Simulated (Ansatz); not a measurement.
Geometry optimisation, Ansatz, RHF/def2-SVP.

Input file:

```yaml
crystal:
  periodic: [false, false, false]
  atoms:
    - { symbol: Mg, position_ang: [0.048184, -0.584209, -0.076589] }
    - { symbol: "N", position_ang: [0.712966, -1.031568, 1.84125] }
    - { symbol: C, position_ang: [-0.694936, -0.915255, -2.037672] }
    - { symbol: H, position_ang: [-1.069295, 2.198, 0.788439] }
    - { symbol: F, position_ang: [-1.885417, 1.856452, 0.938655] }
    - { symbol: H, position_ang: [1.37731, 1.058901, 1.112716] }
    - { symbol: O, position_ang: [0.972689, 1.352052, 0.289117] }
    - { symbol: H, position_ang: [1.394756, -1.752459, 2.004874] }
    - { symbol: H, position_ang: [0.072881, -1.085012, 2.617385] }
    - { symbol: H, position_ang: [-0.021879, -1.529861, -2.648461] }
    - { symbol: H, position_ang: [-0.849277, 0.022177, -2.586828] }
    - { symbol: H, position_ang: [-1.662194, -1.431918, -2.02603] }
    - { symbol: H, position_ang: [1.604212, 1.842701, -0.216857] }
basis:
  gaussian: { orbitals: def2-SVP }
hamiltonian:
  xc: hf
relax:
  f_tol: 0.03
  max_steps: 50
```

Launched with:

```bash
$ ansatz run input.yaml --threads 2 --pin off --max-ram 3072MiB --backend cpu --events-out ev --progress --plain --runs-dir out
```

Question: Where does it end, and by what steps?

Answer: The run converged. After 29 steps the energy has fallen by 0.657 eV; H13 moved furthest, 2.02 Å. Parted: Mg1–O7. Joined: Mg1–F5.

| step | energy less start (eV) | largest force component (eV/Å) | accepted |
| --- | --- | --- | --- |
| 0 | 0.0000 | 1.240 | yes |
| 2 | -0.2421 | 0.456 | yes |
| 4 | -0.3867 | 0.516 | yes |
| 6 | -0.4083 | 0.204 | yes |
| 8 | -0.4159 | 0.103 | yes |
| 10 | -0.4212 | 0.345 | yes |
| 12 | -0.4391 | 0.478 | yes |
| 14 | -0.4980 | 0.632 | yes |
| 16 | -0.5635 | 0.321 | yes |
| 18 | -0.6145 | 0.451 | yes |
| 20 | -0.6414 | 0.237 | yes |
| 22 | -0.6446 | 0.255 | no |
| 24 | -0.6530 | 0.252 | yes |
| 26 | -0.6563 | 0.117 | yes |
| 28 | -0.6566 | 0.213 | yes |
| 29 | -0.6574 | 0.025 | yes |

```xyz
13
Properties=species:S:1:pos:R:3
Mg -0.315 -0.349 -0.438
N 0.778 -0.602 1.248
C -1.198 -1.326 -2.105
H 0.057 1.941 0.567
F -0.439 1.628 -0.274
H 0.906 0.985 1.717
O 0.744 1.983 1.700
H 1.675 -1.053 1.153
H 0.336 -1.094 2.010
H -0.671 -2.251 -2.373
H -1.208 -0.694 -3.002
H -2.241 -1.608 -1.912
H 1.574 2.439 1.709
```

Whether the end is a true minimum wasn't checked by a vibrational analysis.

Run time: 36 s on 2 threads of Intel(R) Xeon(R) 6975P-C (Granite Rapids), with other jobs on the host, peak memory 0.24 GiB.
